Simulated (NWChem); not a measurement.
System: CH₄BFSe; SMILES B(F)([SeH])C

Input file for NWChem:

```
start job
memory heap 200 mb stack 900 mb global 1100 mb
geometry units angstroms noautoz
  B     -0.031465     0.924646    -0.078177
  F     -1.222933     1.483555    -0.281559
  C      1.236563     1.836261    -0.028404
  H      1.313404     2.397120    -0.975665
  H      2.182774     1.308282     0.144261
  H      1.104831     2.592675     0.764193
  Se    -0.070410    -1.012466     0.131198
  H      1.380054    -1.145992     0.318404
end
basis spherical
  * library def2-svp
end
dft
  xc pbe0
  iterations 150
  mulliken
end
task dft energy
```

Parts of the log:

```
             Northwest Computational Chemistry Package (NWChem) 7.3.0
             --------------------------------------------------------

 CS  symmetry detected

                             Geometry "geometry" -> ""
                             -------------------------

 Output coordinates in angstroms (scale by  1.889725989 to convert to a.u.)

  No.       Tag          Charge          X              Y              Z
 ---- ---------------- ---------- -------------- -------------- --------------
    1 B                    5.0000    -0.05605103     0.93424814     0.00000000
    2 F                    9.0000    -1.27205243     1.47709257     0.00000000
    3 C                    6.0000     1.19412687     1.87151516     0.00000000
    4 H                    1.0000     1.14712869     2.53357642    -0.88159462
    5 H                    1.0000     2.16249620     1.35562029     0.00000000
    6 H                    1.0000     1.14712869     2.53357642     0.88159462
    7 Se                  34.0000    -0.03877640    -1.01445889     0.00000000
    8 H                    1.0000     1.42560997    -1.12533551     0.00000000

 Effective nuclear repulsion energy (a.u.)     227.2611906720

      Symmetry information
      --------------------

 Group name             Cs
 Group number              2
 Group order               2
 No. of unique centers     7

                                 NWChem DFT Module
                                 -----------------

 Summary of "ao basis" -> "ao basis" (spherical)
 ------------------------------------------------------------------------------
       Tag                 Description            Shells   Functions and Types
 ---------------- ------------------------------  ------  ---------------------
 B                          def2-svp                 6       14   3s2p1d
 F                          def2-svp                 6       14   3s2p1d
 C                          def2-svp                 6       14   3s2p1d
 H                          def2-svp                 3        5   2s1p
 Se                         def2-svp                12       32   5s4p3d

      Symmetry analysis of basis
      --------------------------

        a'         65
        a"         29

            General Information
            -------------------
          SCF calculation type: DFT
          Wavefunction type:  closed shell.
          No. of atoms     :     8
          No. of electrons :    58
           Alpha electrons :    29
            Beta electrons :    29
          Charge           :     0
          Spin multiplicity:     1
          Use of symmetry is: on ; symmetry adaption is: on
          Maximum number of iterations: 150
          AO basis - number of functions:    94
                     number of shells:    42
          Convergence on energy requested:  1.00D-06
          Convergence on density requested:  1.00D-05
          Convergence on gradient requested:  5.00D-04

              XC Information
              --------------
                         PBE0 Method XC Functional
                     Hartree-Fock (Exact) Exchange  0.250
          PerdewBurkeErnzerhof Exchange Functional  0.750
            Perdew 1991 LDA Correlation Functional  1.000 local
           PerdewBurkeErnz. Correlation Functional  1.000 non-local

             Grid Information
             ----------------
          Grid used for XC integration:  medium
          Radial quadrature: Mura-Knowles
          Angular quadrature: Lebedev.
          Tag              B.-S. Rad. Rad. Pts. Rad. Cut. Ang. Pts.
          ---              ---------- --------- --------- ---------
          B                   0.85       49           8.0       434
          F                   0.50       49          10.0       434
          C                   0.70       49          10.0       434
          H                   0.35       45          11.0       434
          Se                  1.15      112          10.0       590
          Grid pruning is: on
          Number of quadrature shells:   394
          Spatial weights used:  Erf1

      Superposition of Atomic Density Guess
      -------------------------------------

 Sum of atomic energies:       -2562.93021784

      Non-variational initial energy
      ------------------------------

 Total energy =   -2564.538416
 1-e energy   =   -4019.125132
 2-e energy   =    1227.325526
 HOMO         =      -0.309643
 LUMO         =       0.051107

      Symmetry analysis of molecular orbitals - initial
      -------------------------------------------------

  Numbering of irreducible representations:

     1 a'          2 a"

  Orbital symmetries:

     1 a'          2 a'          3 a'          4 a'          5 a"
     6 a'          7 a'          8 a'          9 a'         10 a'
    11 a'         12 a"         13 a'         14 a'         15 a"
    16 a'         17 a"         18 a'         19 a'         20 a'
    21 a'         22 a'         23 a"         24 a'         25 a'
    26 a"         27 a'         28 a'         29 a"         30 a"
    31 a'         32 a'         33 a'         34 a"         35 a'
    36 a'         37 a'         38 a'         39 a'

     ---------------------------------------------
      Total Density - Mulliken Population Analysis
     ---------------------------------------------

    Atom       Charge   Shell Charges
 -----------   ------   -------------------------------------------------------
    1 B    5     4.42   1.99  0.84  0.16  1.07  0.23  0.13
    2 F    9     9.36   1.99  1.15  0.72  3.51  1.99  0.00
    3 C    6     6.46   1.99  0.96  0.21  2.14  1.14  0.01
    4 H    1     0.86   0.65  0.19  0.03
    5 H    1     0.87   0.65  0.19  0.03
    6 H    1     0.86   0.65  0.19  0.03
    7 Se  34    34.34   2.00  2.00  2.00  1.32  0.52  6.00  5.98  1.98  2.51  8.20  1.76  0.08
    8 H    1     0.82   0.57  0.23  0.02

   convergence    iter        energy       DeltaE   RMS-Dens  Diis-err
 ---------------- ----- ----------------- --------- --------- ---------
 d= 0,ls=0.0,diis     1  -2565.9035229810 -2.79D+03  1.20D-02  5.40D-01
 d= 0,ls=0.0,diis     2  -2565.8995624420  3.96D-03  6.23D-03  7.81D-01
 d= 0,ls=0.0,diis     3  -2565.9691413165 -6.96D-02  1.18D-03  2.45D-02
 d= 0,ls=0.0,diis     4  -2565.9708657875 -1.72D-03  4.39D-04  2.67D-03
 d= 0,ls=0.0,diis     5  -2565.9711499338 -2.84D-04  1.25D-04  1.15D-04
  Resetting Diis
 d= 0,ls=0.0,diis     6  -2565.9711648049 -1.49D-05  2.78D-05  7.17D-06
 d= 0,ls=0.0,diis     7  -2565.9711658410 -1.04D-06  1.16D-05  4.19D-07
 d= 0,ls=0.0,diis     8  -2565.9711658198  2.11D-08  6.46D-06  5.45D-07

         Total DFT energy =    -2565.971165819848
      One electron energy =    -4022.235441359037
           Coulomb energy =     1337.172439977226
    Exchange-Corr. energy =     -108.169355110047
 Nuclear repulsion energy =      227.261190672010

 Numeric. integr. density =       57.999971923089

                  Occupations of the irreducible representations
                  ----------------------------------------------

                     irrep           alpha         beta
                     --------     --------     --------
                     a'               22.0         22.0
                     a"                7.0          7.0

                       DFT Final Molecular Orbital Analysis
                       ------------------------------------

 Vector   27  Occ=2.000000D+00  E=-3.856551D-01  Symmetry=a'
              MO Center=  2.6D-01,  1.5D-01, -4.3D-13, r^2= 3.9D+00
   Bfn.  Coefficient  Atom+Function         Bfn.  Coefficient  Atom+Function
  ----- ------------  ---------------      ----- ------------  ---------------
    69      0.297755  7 Se px                19      0.272533  2 F  py
    90      0.272377  8 H  s                 61     -0.253348  7 Se s
    32     -0.243891  3 C  px                72      0.236848  7 Se px
    62     -0.223140  7 Se s                 48     -0.192981  5 H  s
    66     -0.191371  7 Se px                22     -0.189586  2 F  py

 Vector   28  Occ=2.000000D+00  E=-3.150464D-01  Symmetry=a'
              MO Center=  7.8D-02, -1.6D-02, -4.8D-14, r^2= 3.6D+00
   Bfn.  Coefficient  Atom+Function         Bfn.  Coefficient  Atom+Function
  ----- ------------  ---------------      ----- ------------  ---------------
    73      0.385006  7 Se py                70      0.364783  7 Se py
     5      0.294031  1 B  py                67     -0.232824  7 Se py
    33      0.219899  3 C  py                19     -0.201915  2 F  py
    31     -0.169883  3 C  s                 32      0.154728  3 C  px
    61     -0.148797  7 Se s                 22      0.145963  2 F  py

 Vector   29  Occ=2.000000D+00  E=-2.716474D-01  Symmetry=a"
              MO Center= -2.3D-02, -7.6D-01, -2.5D-16, r^2= 2.1D+00
   Bfn.  Coefficient  Atom+Function         Bfn.  Coefficient  Atom+Function
  ----- ------------  ---------------      ----- ------------  ---------------
    74      0.573354  7 Se pz                71      0.483864  7 Se pz
    68     -0.308650  7 Se pz                 6     -0.135721  1 B  pz
    20      0.116074  2 F  pz                65      0.100193  7 Se pz
    23     -0.092987  2 F  pz                 9      0.069041  1 B  pz
    44      0.051794  4 H  s                 54     -0.051794  6 H  s

 Vector   30  Occ=0.000000D+00  E=-6.398627D-03  Symmetry=a"
              MO Center=  3.0D-02,  7.8D-01,  8.3D-16, r^2= 3.0D+00
   Bfn.  Coefficient  Atom+Function         Bfn.  Coefficient  Atom+Function
  ----- ------------  ---------------      ----- ------------  ---------------
     6      0.590046  1 B  pz                 9     -0.580552  1 B  pz
    74      0.373919  7 Se pz                44     -0.348271  4 H  s
    54      0.348271  6 H  s                 20     -0.230572  2 F  pz
    23      0.230229  2 F  pz                71      0.183336  7 Se pz
    43     -0.146747  4 H  s                 53      0.146747  6 H  s

 Vector   31  Occ=0.000000D+00  E= 1.271021D-02  Symmetry=a'
              MO Center=  7.4D-01, -7.9D-01,  1.5D-13, r^2= 3.7D+00
   Bfn.  Coefficient  Atom+Function         Bfn.  Coefficient  Atom+Function
  ----- ------------  ---------------      ----- ------------  ---------------
    91      1.179057  8 H  s                 72     -0.853563  7 Se px
    62     -0.622950  7 Se s                 49      0.421242  5 H  s
    90      0.294803  8 H  s                 69     -0.282033  7 Se px
    31     -0.244630  3 C  s                 35     -0.243650  3 C  px
     7     -0.201691  1 B  px                61     -0.201836  7 Se s

 Vector   32  Occ=0.000000D+00  E= 6.919394D-02  Symmetry=a'
              MO Center=  7.5D-01,  1.5D+00, -5.8D-15, r^2= 6.0D+00
   Bfn.  Coefficient  Atom+Function         Bfn.  Coefficient  Atom+Function
  ----- ------------  ---------------      ----- ------------  ---------------
    31      2.478488  3 C  s                  3     -1.593941  1 B  s
    44     -0.954502  4 H  s                 54     -0.954502  6 H  s
    73      0.621292  7 Se py                49     -0.478489  5 H  s
    62      0.447317  7 Se s                  7     -0.367442  1 B  px
    61      0.220345  7 Se s                 17      0.175650  2 F  s

     ---------------------------------------------
      Total Density - Mulliken Population Analysis
     ---------------------------------------------

    Atom       Charge   Shell Charges
 -----------   ------   -------------------------------------------------------
    1 B    5     4.86   1.99  0.83  0.10  1.49  0.31  0.15
    2 F    9     9.10   1.99  1.14  0.72  3.36  1.89  0.01
    3 C    6     6.18   1.99  0.88  0.21  2.13  0.97  0.02
    4 H    1     0.92   0.72  0.17  0.03
    5 H    1     0.94   0.73  0.18  0.03
    6 H    1     0.92   0.72  0.17  0.03
    7 Se  34    34.13   2.00  2.00  1.99  1.40  0.45  6.00  5.98  2.01  2.25  8.17  1.77  0.12
    8 H    1     0.94   0.69  0.22  0.02

     -------------------------------------------
      Total Density - Lowdin Population Analysis
     -------------------------------------------

    Atom       Charge   Shell Charges
 -----------   ------   -------------------------------------------------------
    1 B    5     5.22   1.96  0.54  0.25  1.37  0.74  0.36
    2 F    9     8.97   1.98  0.99  0.70  3.20  2.09  0.01
    3 C    6     6.16   1.96  0.57  0.32  1.91  1.35  0.05
    4 H    1     0.93   0.61  0.25  0.07
    5 H    1     0.95   0.63  0.26  0.07
    6 H    1     0.93   0.61  0.25  0.07
    7 Se  34    33.83   2.00  2.00  1.95  1.03  0.59  5.99  5.80  2.07  2.31  7.83  2.04  0.22
    8 H    1     0.99   0.60  0.33  0.06

     Multipole analysis of the density
     ---------------------------------

     L   x y z        total         alpha         beta         nuclear
     -   - - -        -----         -----         ----         -------
     0   0 0 0     -0.000000    -29.000000    -29.000000     58.000000

     1   1 0 0      0.722973      0.361487      0.361487     -0.000000
     1   0 1 0      0.191459      0.095729      0.095729     -0.000000
     1   0 0 1     -0.000000     -0.000000     -0.000000      0.000000

     2   2 0 0    -26.492728    -71.322732    -71.322732    116.152737
     2   1 1 0      0.617072     -8.108551     -8.108551     16.834174
     2   1 0 1      0.000000      0.000000      0.000000      0.000000
     2   0 2 0    -26.712905   -184.674963   -184.674963    342.637022
     2   0 1 1     -0.000000     -0.000000     -0.000000      0.000000
     2   0 0 2    -27.323469    -16.437198    -16.437198      5.550927
```

Level: PBE0/def2-SVP. Geometry: optimised at PBE0/def2-SVP.
